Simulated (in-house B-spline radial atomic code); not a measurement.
# Binding energies in Co IV (Co3+)

NIST's tabulated ground configuration is [Ar] 3d6; each binding energy is the energy of the ion with one electron taken from that subshell, relaxed, less that of the parent. Method: Dirac-Hartree-Fock, average of configuration, Fermi nucleus of rms radius 3.7875 fm. Calculated with an all-electron radial atomic-structure program (B-spline basis). Energies include first-order Breit, QED and recoil terms.

| subshell | X-ray name | binding energy (eV) | -ε (eV) | relaxation (eV) |
| --- | --- | --- | --- | --- |
| 1s | K | 7766.1 | 7820.0 | 41.0 |
| 2s | L1 | 986.7 | 1005.5 | 17.8 |
| 2p1/2 | L2 | 852.6 | 873.1 | 19.5 |
| 2p3/2 | L3 | 838.1 | 858.1 | 19.3 |
| 3s | M1 | 160.6 | 164.4 | 3.7 |
| 3p1/2 | M2 | 118.5 | 122.0 | 3.5 |
| 3p3/2 | M3 | 116.6 | 120.0 | 3.4 |
| 3d | M4,5 | 53.1 | 55.84 | 2.75 |

Relaxation = -ε minus the binding energy without Breit, QED and recoil terms.

Emission lines follow as differences of binding energies, with λ = 12398.42 eV·Å / E:

| line | holes | energy (eV) | wavelength (Å) |
| --- | --- | --- | --- |
| K-L3 | 1s → 2p3/2 | 6928.0 | 1.7896 |
| K-L2 | 1s → 2p1/2 | 6913.5 | 1.7934 |
| K-M3 | 1s → 3p3/2 | 7649.5 | 1.6208 |
| L1-M3 | 2s → 3p3/2 | 870.1 | 14.249 |
| L3-M1 | 2p3/2 → 3s | 677.5 | 18.3 |

(1) What screening constant σ does Moseley's law, E = (3/4)·13.6057 eV·(Z - σ)², need for K-L3?

(2) What does it cost to remove both a 3p1/2 and a 3d electron?

(3) What does it cost to remove two 3p3/2 electrons?

(4) What does it cost to remove both a 3p3/2 and a 3d electron?

Results:

(1) σ = 0.94.

(2) 193.72 eV, which is 22.13 eV more than the two single binding energies together.

(3) 256.84 eV, which is 23.63 eV more than the two single binding energies together.

(4) 191.77 eV, which is 22.06 eV more than the two single binding energies together.
